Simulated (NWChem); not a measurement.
Molecule: CHAgO; SMILES [O+]#[C-]->[AgH]

def2 effective core potentials on Ag; no spin-orbit coupling.

Task: Give the equilibrium geometry at PBE0/def2-SVP with def2 effective core potentials on Ag (NWChem) as an XYZ file, with the point group.

Result: point group C*v; any orientation.
```
4

Ag    -0.4584     0.4808     0.0077
H     -0.8484     2.0736     0.0134
O      0.3198    -2.6252    -0.0035
C      0.0421    -1.5342     0.0005
```
